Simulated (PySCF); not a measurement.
## Predicted spectroscopic data

In vacuum, no relativistic terms, one computed conformer, averaged over atoms made equivalent by symmetry, fast rotation or ring inversion. Geometry: GFN2-xTB; spin–spin couplings from B3LYP/pcJ-1 (spin–dipole term left out of most H,H and C,H couplings); GIAO PBE0/pcSseg-1 shieldings; PySCF.

δ = σ(ref) − σ, references computed at the same level: TMS for $^{1}$H (σref 31.72) and $^{13}$C (σref 186.93). Multiplet labels drop J under 1 Hz and among equivalent protons, and merge close values. Unscaled 3J(H,H) run several per cent high. Splittings of carbon signals by F and P are missing where no couplings were computed. Where no couplings were computed, multiplicities follow the n + 1 count of equivalent neighbours, and m marks all less simple cases (inequivalent or close neighbours, rings, F or P nearby). One-bond C–F couplings are unscaled and too large by tens of Hz. Shifts are as computed. Against solution values, carbons near 30 ppm lie about +3 ppm off and those near 130 ppm about +5 ppm. Of 1211 compounds with measured shifts, 218 miss one by over three times the rms of a fit or turn the order of signals round; such compounds aren't used in these exercises. OH and NH positions are gas-phase values without hydrogen bonding to other molecules.

Compound 1 (C5H4F3N3). $^{1}$H NMR (600 MHz, computed): δ 9.26 (m, 1H), 3.25 (s, 3H). $^{13}$C{$^{1}$H} NMR (computed): δ 159.9, 146.0, 133.4, 125.4, 22.6. Structure: `Cc1nnncc1C(F)(F)F`.

Compound 2 (C4H4FN). $^{1}$H NMR (600 MHz, computed): δ 7.22 (br s, 1H), 6.51 (ddd, J = 3.4, 2.5, 1.6 Hz, 1H), 6.43 (ddd, J = 4.0, 3.1, 2.5 Hz, 1H), 6.23 (dd, J = 4.0, 1.6 Hz, 1H). $^{13}$C{$^{1}$H} NMR (computed): δ 162.5 (C, d, J = 304.3 Hz), 116.8 (CH, d, J = 4.2 Hz), 104.6 (CH, d, J = 24.4 Hz), 103.0 (CH, d, J = 12.2 Hz). Structure: SMILES Fc1cc[nH]c1.
